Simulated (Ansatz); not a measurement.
`F[CH2][InH2]` + CH₃NH₂ → `C[NH][InH2]` + `CF` at 400 K and 1 bar (ligand exchange at the In–C bond).

Computed with Ansatz on PBE0-D4/def2-TZVP structures; ΔE is electronic, products minus reactants. CBS: MP2 limit from def2 TZ/QZ plus the TZ coupled-cluster correction, frozen cores. This one scheme is used for every species. Elements past krypton have def2 core potentials. For In outer-core shells are correlated without core-valence functions, which leaves a few kJ/mol of doubt a bond.

| species | CCSD(T)/CBS energy (Eh) | H − E (kJ/mol) | S (J/(mol·K)) |
| --- | --- | --- | --- |
| `F[CH2][InH2]` | -330.00580 | 130.4 | 339.0 |
| CH₃NH₂ | -95.75281 | 185.4 | 256.0 |
| `C[NH][InH2]` | -286.14916 | 199.0 | 346.0 |
| `CF` | -139.63461 | 117.5 | 234.3 |

H − E and S are ideal-gas, rigid-rotor, harmonic terms from PBE0-D4/def2-TZVP. 1 Eh = 2625.50 kJ/mol, R = 8.31446 J/(mol·K).

**Question.** By hand: ΔE, ΔH, ΔS and ΔG.

**Answer.** ΔE = (-286.14916) + (-139.63461) − (-330.00580) − (-95.75281) = -0.02516 Eh = -66.1 kJ/mol. Δ(H − E) = 199.0 + 117.5 − 130.4 − 185.4 = 0.7, so ΔH = -65.4 kJ/mol. ΔS = 346.0 + 234.3 − 339.0 − 256.0 = -14.7 J/(mol·K). ΔG = -65.4 − 400 × (-14.7)/1000 = -59.5 kJ/mol.

**Question.** By hand: the equilibrium constant, and the temperature at which ΔG would vanish if ΔH and ΔS stayed fixed.

**Answer.** log₁₀ K = −ΔG/(RT ln 10) = 7.8. ΔG = 0 at ΔH/ΔS = 4449 K, far beyond where these terms or the molecules hold.

The number of gas molecules stays the same, so ΔS is small and ΔH decides. A doubt of 5 kJ/mol in ΔE shifts log₁₀ K by 0.7 here. These are equilibria of isolated gas molecules and say nothing of rates. Largest T1 diagnostic: 0.016 (customary marks: 0.02 for closed shells, 0.045 for open ones).
